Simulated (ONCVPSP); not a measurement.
# cerium (Ce), ONCV: configuration errors across variants

* Element: cerium
* Generator: ONCVPSP 4.0.1
* Type: optimised norm-conserving Vanderbilt (ONCV)
* Functional: LDA (Perdew-Wang 92)
* Relativity: scalar-relativistic
* Frozen core: [Kr] 4d10
* Valence charge: 12
* Reference configuration: 4f1 5s2 5p6 5d1 6s2
* Partial waves: 5s+6s: rc 2.55 bohr, ncon 4, nbas 8, qcut 4.7 1/bohr, 2 projectors; 5p: rc 1.85 bohr, ncon 3, nbas 6, qcut 5.1 1/bohr, 2 projectors, debl 3.8 Ha; 5d: rc 3.55 bohr, ncon 4, nbas 9, qcut 5.3 1/bohr, 2 projectors, debl 1.5 Ha; 4f: rc 1.60 bohr, ncon 4, nbas 8, qcut 11.2 1/bohr, 2 projectors, debl 0.5 Ha
* Local potential: polynomial inside 1.25 bohr (lpopt 4, dvloc0 0 Ha)
* Core correction: Teter function, fcfact 5, rcfact 1.75

All-electron excitation energies from the reference (eV): (1) 4f1 5s2 5p6 5d1 6s1 6.265; (2) 4f1 5s2 5p6 5d1 6s0 17.606; (3) 4f1 5s2 5p6 5d0 6s0 36.940; (4) 4f1 5s2 5p5 5d1 6s2 27.978.

1 further variants failed, have other tests or too few solved ones, and are left out.

A true bound ghost makes a file unfit for plane-wave use even where its test errors are small: the radial tests pick states by their node count and pass the ghost by.

Errors AE − PS in meV (a dash: test not solved or not reliable):

```tsv
change	(1)	(2)	(3)	(4)	bound ghosts	GHOST(+) flags above zero
base	-2.2	-11	-36	-44	none	s
s: qcut 6.7	-1.8	-7.9	-35	-47	none	s
s: ncon 5, nbas 9	-2.0	-9.7	-36	-45	none	s
local potential polynomial inside 1.40 bohr (lpopt 5, dvloc0 6 Ha)	-2.2	-11	-36	-45	none	none
s: rc 3.4	-1.9	-14	-37	-9.0	none	s
all radii but the core radius scaled by about 0.85 (s 2.18, p 1.58, d 3.04, f 1.36 bohr); local potential polynomial inside 1.06 bohr (lpopt 4, dvloc0 0 Ha)	-2.1	-10	-37	-43	s	p
d: nproj 1	-2.1	-10	-36	-40	none	s
p: nbas 7	-2.2	-11	-36	-44	none	s
```

Give the same row for: core correction Teter function, fcfact 1.3, rcfact 1.75.

-1.8, -7.9, -14, -20; bound ghosts: none; GHOST(+) flags above zero: s.
